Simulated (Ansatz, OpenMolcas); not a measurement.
## The same job for OpenMolcas

Ansatz 0.2.0 runs this on [BF4]− (tetrafluoroborate):

run.yaml:
```yaml
crystal:
  periodic: [false, false, false]
  atoms:
    - {symbol: F, position_ang: [-0.057100, -0.040200, 1.404000]}
    - {symbol: B, position_ang: [0.000000, 0.000000, 0.000100]}
    - {symbol: F, position_ang: [0.948900, -0.931000, -0.457200]}
    - {symbol: F, position_ang: [-1.262500, -0.319100, -0.529700]}
    - {symbol: F, position_ang: [0.370700, 1.290300, -0.417200]}
basis:
  gaussian: {orbitals: aug-cc-pVDZ}
accuracy: high
total_charge: -1
output: {orbitals: {seedname: orbitals}}
hamiltonian: {xc: {name: revPBE}}
```

```bash
$ ansatz run run.yaml --threads 1 --pin off --max-ram 3480MiB --events-out events.jsonl --progress --plain --runs-dir runs
```

The coordinates come from a PBE0-D4/def2-TZVPD relaxation.

It gives a total energy of -424.429836 Eh.

**Question.** Translate the job to OpenMolcas 26.06 as an input file of the program's own, asking for the gradient.

**Answer.** This input was run:

test.inp:
```
>>> EXPORT MOLCAS_PRINT=2

&GATEWAY
  BasLib
  $CurrDir
  Coord
  5
  angstrom
  F       -0.057100      -0.040200       1.404000
  B        0.000000       0.000000       0.000100
  F        0.948900      -0.931000      -0.457200
  F       -1.262500      -0.319100      -0.529700
  F        0.370700       1.290300      -0.417200
  Basis
  aug-cc-pVDZ
  Group
  NoSym

&SEWARD
  GridInput
  Grid=UltraFine
  End of Grid

&SCF
  Charge
  -1
  KSDFT
  revPBE
  Thresholds
  1e-10 1e-07 1e-07 1e-05
  PrOrbitals
  1 1

&ALASKA
```

```bash
$ export MOLCAS_MEM=1860
$ pymolcas test.inp > test.log
```

(Basis files named in the input come from the Basis Set Exchange and aren't shown.)

Its energy is -424.429835 Eh, the same as the first but for the last digit, at most.
